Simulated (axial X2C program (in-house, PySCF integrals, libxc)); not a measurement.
Estimating the spin–orbit splitting of the π levels of LiBr

All values were computed with an axial X2C code built on PySCF integrals. Spin-free means the one-electron spin-free X2C Hamiltonian; two-component (2c) means X2C with spin–orbit coupling and atomic mean-field two-electron Coulomb and Gaunt terms, so the difference of the two also holds small scalar two-electron terms. Basis: Br dyall-v3z [8s9p6d1f], Li dyall-v3z [7s8p2d] (cores contracted in-house); Gaussian nuclei, density fitting, unrestricted open shells. Masses: Br 78.918 u, Li 7.016 u.

Hartree–Fock at 2.173 Å, closed shell. Valence p splittings ε(p3/2) − ε(p1/2) of spherical Dirac–Hartree–Fock atoms with fractionally filled p shells: Br 4p 0.555 eV.

```json
{"filled π level (eV), spin-free": "-9.55", "Li p share": "0.06", "Br p share": "0.90"}
```

Q: In first order a p shell splits by 3ζ/2 and a π orbital by ζ. Estimate the splitting of each π level from the shares.

A: level -9.55 eV: (2/3) × (0.90 × 0.555) = 0.33 eV.

The two-component Hartree–Fock calculation gives:

```json
{"ε(ω = 1/2) (eV)": "-9.647", "σ share of it": "0.11", "ε(ω = 3/2) (eV)": "-9.374", "splitting (eV)": "0.27", "estimate (eV)": "0.33"}
```

The estimate leaves out the mixing of π1/2 with σ1/2 levels, which pushes the ω = 1/2 spinor up or down, the d and f parts of the orbital, small shares of the strongly split outer-core p shell of a metal, the Gaunt term (absent from the atomic values), and the change of the atomic p orbitals with charge; Löwdin shares depend on the basis.
